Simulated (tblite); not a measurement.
Compound: C4H4BrOP.
Numbering: `[CH3:1][c:2]1[o:3][cH:4][c:5]([Br:6])[p:7]1` (hydrogens: H8, H9, H10 on C1; H11 on C4)

Computed with GFN2-xTB (tblite), gas phase: L-BFGS steps from a force-field or distance-geometry start until the largest atomic force falls under 0.01 eV/Å.

The end geometry, which sets the zero of energy:
```
atom  x, y, z in Å
C1     -2.0056    0.0758   -0.0415
C2     -0.5229    0.1391    0.0768
O3      0.1705   -0.7971   -0.5914
C4      1.4858   -0.6598   -0.4267
C5      1.8424    0.3809    0.3694
Br6     3.6396    0.7983    0.7708
P7      0.4191    1.2698    0.9668
H8     -2.3763   -0.8808    0.3267
H9     -2.4547    0.8786    0.5359
H10    -2.3083    0.1697   -1.0845
H11     2.1157   -1.3717   -0.9282
```

Question: These geometries come from the run, each turned onto the end geometry. Order them by energy, lowest first.
A.
```
atom  x, y, z in Å
C1     -2.0054    0.0815   -0.0529
C2     -0.5220    0.1524    0.0681
O3      0.1629   -0.8718   -0.4643
C4      1.4799   -0.7242   -0.3254
C5      1.8464    0.4173    0.3124
Br6     3.6487    0.8755    0.6397
P7      0.4321    1.3915    0.7858
H8     -2.3218   -0.9594   -0.0789
H9     -2.4781    0.5873    0.7851
H10    -2.3377    0.5607   -0.9749
H11     2.1004   -1.5080   -0.7207
```
B.
```
atom  x, y, z in Å
C1     -2.0080    0.0760   -0.0502
C2     -0.5223    0.1462    0.0717
O3      0.1760   -0.8667   -0.4635
C4      1.4887   -0.7070   -0.3154
C5      1.8571    0.4353    0.3144
Br6     3.6792    0.8260    0.6204
P7      0.4271    1.4030    0.7747
H8     -2.3561   -0.9502   -0.0910
H9     -2.5006    0.5710    0.7806
H10    -2.3545    0.5526   -0.9643
H11     2.1188   -1.4833   -0.7032
```
C.
```
atom  x, y, z in Å
C1     -2.0056    0.0782   -0.0500
C2     -0.5247    0.1291    0.0949
O3      0.1679   -0.8451   -0.5153
C4      1.4843   -0.6945   -0.3718
C5      1.8451    0.3977    0.3493
Br6     3.6432    0.8572    0.6773
P7      0.4222    1.3132    0.9086
H8     -2.3715   -0.9313    0.1322
H9     -2.4616    0.7686    0.6525
H10    -2.3003    0.3637   -1.0618
H11     2.1064   -1.4341   -0.8419
```
D.
```
atom  x, y, z in Å
C1     -2.0669    0.0511   -0.0754
C2     -0.5594    0.1545    0.0416
O3      0.1581   -0.8586   -0.4547
C4      1.5062   -0.7058   -0.3208
C5      1.8853    0.4314    0.3247
Br6     3.7487    0.8197    0.6171
P7      0.4753    1.4542    0.7912
H8     -2.4333   -0.9816   -0.0558
H9     -2.5087    0.5392    0.8039
H10    -2.3417    0.5759   -1.0049
H11     2.1418   -1.4772   -0.6929
```
E.
```
atom  x, y, z in Å
C1     -2.0204    0.0684   -0.0577
C2     -0.5299    0.1584    0.0664
O3      0.1798   -0.8509   -0.4549
C4      1.4883   -0.7028   -0.3143
C5      1.8734    0.4328    0.3178
Br6     3.7067    0.8197    0.6164
P7      0.4366    1.4028    0.7670
H8     -2.3956   -0.9592   -0.0778
H9     -2.5075    0.5541    0.7855
H10    -2.3536    0.5576   -0.9772
H11     2.1275   -1.4781   -0.6972
```

Answer: C (0.004 eV), A (0.010 eV), B (0.026 eV), E (0.052 eV), D (0.267 eV).

In the order of the answer:

```json
{"step": "41", "E above end (eV)": "0.004", "largest force (eV/Å)": "0.07", "rms force component (eV/Å)": "0.025", "rms distance from end (Å)": "0.116", "rms bond change (Å)": "0.001", "bond most changed (Å)": "C5–Br6 -0.003"}
{"step": "19", "E above end (eV)": "0.010", "largest force (eV/Å)": "0.02", "rms force component (eV/Å)": "0.007", "rms distance from end (Å)": "0.245", "rms bond change (Å)": "0.001", "bond most changed (Å)": "C1–H8 -0.002"}
{"step": "6", "E above end (eV)": "0.026", "largest force (eV/Å)": "0.26", "rms force component (eV/Å)": "0.089", "rms distance from end (Å)": "0.249", "rms bond change (Å)": "0.003", "bond most changed (Å)": "C5–P7 +0.006"}
{"step": "4", "E above end (eV)": "0.052", "largest force (eV/Å)": "0.55", "rms force component (eV/Å)": "0.158", "rms distance from end (Å)": "0.252", "rms bond change (Å)": "0.006", "bond most changed (Å)": "C1–C2 +0.010"}
{"step": "1", "E above end (eV)": "0.267", "largest force (eV/Å)": "2.29", "rms force component (eV/Å)": "0.624", "rms distance from end (Å)": "0.260", "rms bond change (Å)": "0.036", "bond most changed (Å)": "C2–P7 +0.103"}
```

The cost below is that of the whole relaxation. On an Arm Neoverse V2 with one thread, shared host with 32 logical CPUs at a one-minute load of 31, this took 0.29 s of wall time.
